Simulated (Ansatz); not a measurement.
Total energies of (HMg-mu-F)2 (Mg₂H₂F₂) from Ansatz at r2SCAN-D4/def2-TZVP, gas phase (1 Eh = 27.2114 eV = 2625.5 kJ/mol). The reference geometry is relaxed at PBE0-D4/def2-TZVP.

```
                 state   geometry  energy (Eh)
      charge 0 singlet  reference   -601.18153
      charge 1 doublet  reference   -600.83675
free Mg atom (singlet)          –   -200.03322
 free H atom (doublet)          –     -0.49993
 free F atom (doublet)          –    -99.72763
```

**Question.** Work out the vertical ionisation energy to the doublet.

**Answer.** E(charge 1 doublet) − E(charge 0 singlet) = -600.83675 − (-601.18153) = 0.34478 Eh = 9.38 eV. For comparison, −ε of the highest occupied level is 6.78 eV at this level, 2.60 eV less.

**Question.** What is the binding energy per atom against free atoms?

**Answer.** Atoms: 2 × (-200.03322) + 2 × (-0.49993) + 2 × (-99.72763) = -600.52156 Eh. Binding: -600.52156 − (-601.18153) = 0.65997 Eh = 17.96 eV, or 2.99 eV for each of 6 atoms (no zero-point energy, no counterpoise term).

At r2SCAN-D4/def2-TZVP the gap within one spin of the charge 1 doublet nearly closes, so an electron or hole may be smeared out by delocalisation error.
